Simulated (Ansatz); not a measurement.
A single point on `N[SiH2]N[SiH](N)O`.

```yaml
crystal:
  periodic: [false, false, false]
  atoms:
    - {symbol: N, position_ang: [-0.035930, 2.741262, 0.575488]}
    - {symbol: Si, position_ang: [-0.041225, 1.476037, -0.579285]}
    - {symbol: N, position_ang: [-0.715277, 0.068169, 0.141073]}
    - {symbol: Si, position_ang: [-0.447995, -1.620601, -0.069956]}
    - {symbol: N, position_ang: [1.199027, -1.811061, -0.459345]}
    - {symbol: O, position_ang: [-0.922723, -2.411829, 1.293365]}
    - {symbol: H, position_ang: [-0.149045, 3.695472, 0.276494]}
    - {symbol: H, position_ang: [0.493554, 2.678190, 1.429413]}
    - {symbol: H, position_ang: [-0.811615, 2.034211, -1.725028]}
    - {symbol: H, position_ang: [1.297152, 1.058617, -1.089558]}
    - {symbol: H, position_ang: [-1.545164, 0.265746, 0.687677]}
    - {symbol: H, position_ang: [-1.315427, -2.253182, -1.091177]}
    - {symbol: H, position_ang: [1.544995, -2.619533, -0.946134]}
    - {symbol: H, position_ang: [1.828118, -1.029009, -0.513833]}
    - {symbol: H, position_ang: [-0.378445, -2.272499, 2.070805]}
basis:
  gaussian: {orbitals: def2-QZVPP}
correlation: {method: mp2}
```

```sh
$ ansatz run in.yaml --threads 2 --pin off --events-out ev --progress --plain --max-ram 32768MiB --backend cuda --devices 0, --max-vram 18GiB
```

Shortened log:

```
Functional definition: HF
3789 factors; integrals over basis functions are off by at most 9.9e-4 eV
mean field evaluation 1: about -22350.3299 eV, gradient 6.6e1 eV
mean field evaluation 2: about -22350.4860 eV, gradient 6.6e1 eV
mean field evaluation 4: about -22358.8476 eV, gradient 4.4e0 eV
mean field evaluation 8: about -22358.9258 eV, gradient 3.4e-1 eV
mean field -22358.92609718 eV, -821.6753786470 hartree, gradient 1.2e-6 eV, S^2 0.000000; 0 other end points of the search recorded, 0 dependent functions left out
14 core orbitals not correlated: weight in the atoms' cores, before any rotation towards them, 1.000 or more for the frozen orbitals, at most 0.000 for the correlated occupied ones
reference -22358.92609718 eV, -821.6753786470 hartree; 19, 19 occupied and 605, 605 virtual orbitals, 3789 factors
second order -32.97080985 eV of doubles, -0.00000000 eV of singles
Total energy: -22391.89690703 eV, -822.8870335607 hartree
```

Run time 4.2 s (2 threads of an AMD EPYC 7R13 on a shared host and a share of an NVIDIA H100 80 GB); peak host memory 1.2 GiB.
